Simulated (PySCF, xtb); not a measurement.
BeH2OS, SMILES [OH][Be][SH].

GFN2-xTB (xtb) at its own geometry gives an orbital gap of 5.31 eV and a dipole moment of 4.10 D.

The structure is a stationary point at PBE0-D3(BJ)/def2-TZVP. The values are those of a single conformer.

### Question
What does CAM-B3LYP/def2-TZVPD (PySCF) give? (Estimate from the structure and the level; the computed values follow.)

### Answer
gap 8.84 eV (levels -8.89 and -0.06 eV), dipole 1.79 D.
